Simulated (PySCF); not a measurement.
C6H10O, triplet, at a GFN2-xTB geometry (a higher spin typed on purpose: for a closed-shell molecule this is an excited state); B3LYP/STO-3G in PySCF.

The PySCF input:
```python
from pyscf import gto, scf, dft

mol = gto.M(
    atom='''
O     2.361061    0.442776    0.257237
C     1.133650    0.200471   -0.013313
C     0.090772    1.313336    0.228394
C    -1.178194    1.010030   -0.543631
C    -1.775434   -0.325724   -0.111878
C    -0.744311   -1.429198   -0.327460
C     0.527792   -1.143530    0.446128
H    -0.125914    1.400453    1.302065
H     0.556247    2.238312   -0.112868
H    -1.899570    1.811011   -0.360356
H    -0.961869    0.987391   -1.613404
H    -2.678566   -0.537282   -0.686344
H    -2.048204   -0.280587    0.944926
H    -1.153204   -2.384947    0.011502
H    -0.516456   -1.516653   -1.391488
H     1.291843   -1.897105    0.253624
H     0.321548   -1.115112    1.525001
''',
    basis='sto-3g',
    charge=0,
    spin=2,
    verbose=5,
)

mf = dft.UKS(mol)
mf.xc = 'b3lyp'
mf.kernel()
```

### Question
Predict the main parts of the log of this PySCF run.

### Answer

```
PySCF version 2.14.0

[INPUT] verbose = 5
[INPUT] max_memory = 4000
[INPUT] num. atoms = 17
[INPUT] num. electrons = 54
[INPUT] charge = 0
[INPUT] spin (= nelec alpha-beta = 2S) = 2
[INPUT] symmetry False subgroup None
[INPUT] Mole.unit = angstrom
[INPUT] Symbol           X                Y                Z      unit          X                Y                Z       unit  Magmom
[...]
[INPUT] ---------------- BASIS SET ----------------
[INPUT] l, kappa, [nprim/nctr], expnt,             c_1 c_2 ...
[INPUT] H
[...]
                                0.62391373        0.53532814
                                0.1688554         0.44463454
[INPUT] O
[...]
                                23.808861         0.53532814
                                6.4436083         0.44463454
[...]
                                1.1695961         0.39951283
                                0.380389          0.70011547
[...]
                                1.1695961         0.60768372
                                0.380389          0.39195739
[INPUT] C
[...]
                                13.045096         0.53532814
                                3.5305122         0.44463454
[...]
                                0.6834831         0.39951283
                                0.2222899         0.70011547
[...]
                                0.6834831         0.60768372
                                0.2222899         0.39195739

nuclear repulsion = 308.849844863795
number of shells = 31
number of NR pGTOs = 135
number of NR cGTOs = 45
basis = sto-3g
ecp = {}

******** <class 'pyscf.dft.uks.UKS'> ********
method = UKS
initial guess = minao
damping factor = 0
level_shift factor = 0
DIIS = <class 'pyscf.scf.diis.CDIIS'>
diis_start_cycle = 1
diis_space = 8
diis_damp = 0
SCF conv_tol = 1e-09
SCF conv_tol_grad = None
SCF max_cycles = 50
direct_scf = True
direct_scf_tol = 1e-13
number electrons alpha = 28  beta = 26
XC library pyscf.dft.libxc version 7.1.2
    S. Lehtola, C. Steigemann, M. J. T. Oliveira, and M. A. L. Marques,  SoftwareX 7, 1–5 (2018)
XC functionals = b3lyp
    P. J. Stephens, F. J. Devlin, C. F. Chabalowski, and M. J. Frisch,  J. Phys. Chem. 98, 11623 (1994)
radial grids:
    Treutler-Ahlrichs [JCP 102, 346 (1995); DOI:10.1063/1.469408] (M4) radial grids

becke partition: Becke, JCP 88, 2547 (1988); DOI:10.1063/1.454033
pruning grids: <function nwchem_prune>
grids dens level: 3
symmetrized grids: False
atomic radii adjust function: <function treutler_atomic_radii_adjust>
small_rho_cutoff = 0
Set gradient conv threshold to 3.16228e-05
atom O rad-grids = 75, ang-grids = [ 50  50  50  50  50  50  50  50  50  50  50  50  50  50  50  50  50  50
  50  50  50  50  50  86  86  86  86  86  86  86  86  86 266 266 266 266
 266 266 266 302 302 302 302 302 302 302 302 302 302 302 302 302 302 302
 302 302 302 302 302 266 266 266 266 266 266 266 266 266 266 266 266 266
 266 266 266]
atom C rad-grids = 75, ang-grids = [ 50  50  50  50  50  50  50  50  50  50  50  50  50  50  50  50  50  50
  50  50  50  50  86  86  86  86  86  86  86  86  86  86 266 266 266 266
 266 266 302 302 302 302 302 302 302 302 302 302 302 302 302 302 302 302
 302 302 302 302 266 266 266 266 266 266 266 266 266 266 266 266 266 266
 266 266 266]
atom H rad-grids = 50, ang-grids = [ 50  50  50  50  50  50  50  50  50  50  50  50  50  50  50  86  86  86
  86 266 266 266 266 266 302 302 302 302 302 302 302 302 302 302 302 302
 302 266 266 266 266 266 266 266 266 266 266 266 266 266]
tot_boxes 3808, boxes in each direction [15 14 12]
Padding 2 grids
tot grids = 196872
nelec by numeric integration = [26.82197207 26.82197207]
E1 = -1022.7240704325619  E2 = 407.1142913599703  Ecoul = 452.14947159045033  Exc = -45.035180230480044
init E= -306.759934208797
cond(S) = 13.860653664084534

  alpha mo_energy =
[-19.14598907 -10.08293136 -10.08290156 -10.08236587 -10.08220771
 -10.08044131 -10.03828327  -1.14626836  -0.98305853  -0.87016906
  -0.82098502  -0.69165877  -0.65508896  -0.58937206  -0.52516523
  -0.49163203  -0.49085435  -0.46275031  -0.43836492  -0.42431036
  -0.40949215  -0.38534032  -0.37797386  -0.35222152  -0.34623472
  -0.34245393  -0.26049688  -0.07617088   0.25495109   0.25564201
   0.26222989   0.27323747   0.31159486   0.3174763    0.34220899
   0.35191004   0.37147162   0.37597855   0.38408433   0.40685117
   0.41774804   0.42083199   0.43566901   0.46115281   0.49319673]
  beta  mo_energy =
[-19.14598907 -10.08293136 -10.08290156 -10.08236587 -10.08220771
 -10.08044131 -10.03828327  -1.14626836  -0.98305853  -0.87016906
  -0.82098502  -0.69165877  -0.65508896  -0.58937206  -0.52516523
  -0.49163203  -0.49085435  -0.46275031  -0.43836492  -0.42431036
  -0.40949215  -0.38534032  -0.37797386  -0.35222152  -0.34623472
  -0.34245393  -0.26049688  -0.07617088   0.25495109   0.25564201
   0.26222989   0.27323747   0.31159486   0.3174763    0.34220899
   0.35191004   0.37147162   0.37597855   0.38408433   0.40685117
   0.41774804   0.42083199   0.43566901   0.46115281   0.49319673]
multiplicity <S^2> = 2  2S+1 = 3
nelec by numeric integration = [27.99996748 25.99996578]
E1 = -1028.519578319035  E2 = 413.8802671396851  Ecoul = 458.9856320920067  Exc = -45.1053649523216
cycle= 1 E= -305.789466315555  delta_E= 0.97  |g|= 0.352  |ddm|= 3.72
  alpha mo_energy =
[-18.48006017 -10.07287372 -10.07280534 -10.04911258 -10.03176988
 -10.03171549 -10.01950994  -0.85496317  -0.79027226  -0.75273426
  -0.69012131  -0.61524249  -0.57703213  -0.52287583  -0.46466755
  -0.45050579  -0.42357941  -0.41906611  -0.38684656  -0.37651503
  -0.35045386  -0.33095764  -0.32161468  -0.29738922  -0.20152839
  -0.12510747   0.02001801   0.11331355   0.32107863   0.33528159
   0.34396502   0.36733686   0.38557379   0.38691713   0.41461627
   0.43846347   0.44562843   0.45193296   0.47706899   0.4813598
   0.49012067   0.49021142   0.51778027   0.5382316    0.71278094]
  beta  mo_energy =
[-18.46938055 -10.06990036 -10.06983527 -10.0369401  -10.03121852
[...]
  -0.42228354  -0.40587571  -0.39612936  -0.37529984  -0.34715954
  -0.34481704  -0.31867976  -0.31490527  -0.29199599  -0.28876007
  -0.27465967  -0.2141491   -0.04935258   0.35707352   0.36148964
   0.37395746   0.3772746    0.41923893   0.42421355   0.44992983
   0.46482612   0.48049993   0.48084541   0.49560583   0.51220735
   0.52166987   0.52663655   0.54346041   0.56630418   0.60301524]
  beta  mo_energy =
[-18.93728914 -10.01859575 -10.0185225  -10.0141102  -10.01396951
 -10.01180481  -9.97677326  -0.94786303  -0.78802195  -0.71175889
  -0.67018836  -0.57755743  -0.54499709  -0.47686392  -0.43702666
  -0.41259947  -0.39169376  -0.3826948   -0.34914092  -0.33779031
  -0.32427844  -0.31397948  -0.29915635  -0.27618968  -0.26097568
  -0.22086425  -0.02606649   0.11831017   0.36249803   0.36944245
   0.37807924   0.38976732   0.425547     0.43595878   0.4569089
   0.47266671   0.48713801   0.48880148   0.50620599   0.51808135
   0.52342087   0.5289905    0.54660906   0.57497889   0.63264636]
multiplicity <S^2> = 2.0013638  2S+1 = 3.000909
nelec by numeric integration = [27.99996771 25.99996501]
E1 = -1027.3850024987835  E2 = 412.61381985187637  Ecoul = 457.58002907749756  Exc = -44.9662092256212
cycle= 9 E= -305.921337783113  delta_E= -1.79e-08  |g|= 6.72e-05  |ddm|= 0.00034
  alpha mo_energy =
[-18.95700436 -10.02026838 -10.02019462 -10.01426241 -10.01414172
 -10.01178051  -9.98716226  -1.01760228  -0.79324964  -0.71537786
  -0.68228343  -0.58347665  -0.55123655  -0.49507458  -0.44172884
  -0.42228623  -0.40587862  -0.39612884  -0.37530517  -0.34716234
  -0.3448199   -0.31868223  -0.31490866  -0.29199538  -0.28876137
  -0.27466457  -0.21415901  -0.04935343   0.35707524   0.36149269
   0.3739584    0.37727427   0.41923735   0.42421736   0.44992875
   0.4648275    0.48050251   0.48084379   0.49560795   0.51220589
   0.52167766   0.52663491   0.54346693   0.56630368   0.60301204]
  beta  mo_energy =
[-18.93732057 -10.01861777 -10.0185445  -10.01411451 -10.01397897
 -10.01176787  -9.97674988  -0.9478741   -0.78801959  -0.71176301
  -0.67018583  -0.57755927  -0.54499412  -0.47686414  -0.43702454
  -0.412601    -0.3916973   -0.38269327  -0.34914488  -0.33778995
  -0.32428123  -0.31398108  -0.29915249  -0.27619301  -0.26097598
  -0.22087259  -0.0260776    0.11831179   0.36250006   0.36944606
   0.37808121   0.3897647    0.4255441    0.4359619    0.45690364
   0.47266918   0.48714071   0.48879954   0.50620615   0.51808161
   0.52342593   0.52898856   0.54661499   0.57497681   0.63264406]
multiplicity <S^2> = 2.0013637  2S+1 = 3.000909
nelec by numeric integration = [27.99996771 25.99996501]
E1 = -1027.3850239561198  E2 = 412.61384130603494  Ecoul = 457.58006527818  Exc = -44.966223972145045
cycle= 10 E= -305.92133778629  delta_E= -3.18e-09  |g|= 1.79e-05  |ddm|= 0.000112
  alpha mo_energy =
[-18.95700456 -10.02026138 -10.02018763 -10.01426078 -10.01413902
 -10.01178903  -9.98716906  -1.01760341  -0.79324971  -0.71537592
  -0.68228403  -0.58347546  -0.55123698  -0.49507482  -0.44172838
  -0.42228571  -0.40587861  -0.39612972  -0.37530489  -0.34716061
  -0.34482085  -0.31868087  -0.31491014  -0.29199617  -0.2887618
  -0.27466416  -0.21415805  -0.04935535   0.35707523   0.36149221
   0.37395897   0.37727479   0.41923829   0.42421707   0.44992924
   0.46482795   0.48050044   0.48084551   0.49560649   0.51220807
   0.5216762    0.52663616   0.54346662   0.56630516   0.60301078]
  beta  mo_energy =
[-18.93732107 -10.01861231 -10.01853904 -10.01411237 -10.01397551
 -10.01177652  -9.9767556   -0.94787563  -0.78801999  -0.71176168
  -0.67018715  -0.57755832  -0.54499424  -0.47686389  -0.43702432
  -0.41260023  -0.39169678  -0.38269471  -0.3491434   -0.3377897
  -0.32428235  -0.31398008  -0.29915335  -0.27619306  -0.26097551
  -0.22087207  -0.02607974   0.11831018   0.36249997   0.36944624
   0.37808131   0.38976556   0.42554511   0.43596093   0.45690489
   0.47266936   0.48713899   0.48880081   0.50620616   0.51808174
   0.52342539   0.52898985   0.54661459   0.57497804   0.63264321]
multiplicity <S^2> = 2.0013635  2S+1 = 3.0009089
nelec by numeric integration = [27.99996771 25.99996501]
E1 = -1027.3850091548125  E2 = 412.61382650435957  Ecoul = 457.5800486829684  Exc = -44.96622217860884
cycle= 11 E= -305.921337786658  delta_E= -3.68e-10  |g|= 3.48e-06  |ddm|= 4.56e-05
  alpha mo_energy =
[-18.95700345 -10.02026241 -10.02018866 -10.01426104 -10.01413946
 -10.01178762  -9.98716649  -1.01760222  -0.79324963  -0.71537621
  -0.6822836   -0.58347556  -0.55123687  -0.49507458  -0.44172847
  -0.42228563  -0.40587841  -0.39612933  -0.37530454  -0.34716094
  -0.34482029  -0.31868116  -0.31490968  -0.29199603  -0.28876155
  -0.27466406  -0.21415749  -0.04935444   0.35707534   0.36149233
   0.37395892   0.37727479   0.41923816   0.42421736   0.44992927
   0.46482797   0.48050104   0.48084515   0.49560693   0.5122076
   0.52167641   0.52663587   0.54346658   0.56630497   0.60301172]
  beta  mo_energy =
[-18.93731993 -10.01861354 -10.01854027 -10.01411247 -10.01397577
 -10.01177523  -9.9767531   -0.94787441  -0.78801991  -0.71176197
  -0.67018694  -0.5775584   -0.54499413  -0.47686375  -0.43702444
  -0.41260035  -0.39169661  -0.38269428  -0.34914363  -0.33778954
  -0.32428198  -0.31398025  -0.2991532   -0.27619283  -0.26097535
  -0.2208709   -0.02607955   0.11831074   0.36250001   0.36944637
   0.37808117   0.38976565   0.42554495   0.43596128   0.45690468
   0.4726694    0.48713961   0.48880073   0.50620645   0.51808166
   0.52342548   0.52898973   0.5466146    0.57497788   0.63264413]
multiplicity <S^2> = 2.0013635  2S+1 = 3.0009089
nelec by numeric integration = [27.99996771 25.99996501]
E1 = -1027.3850086490177  E2 = 412.61382599855006  Ecoul = 457.58004802232443  Exc = -44.966222023774364
Extra cycle  E= -305.921337786673  delta_E= -1.48e-11  |g|= 1.76e-06  |ddm|= 9.01e-06
converged SCF energy = -305.921337786673  <S^2> = 2.0013635  2S+1 = 3.0009089
```
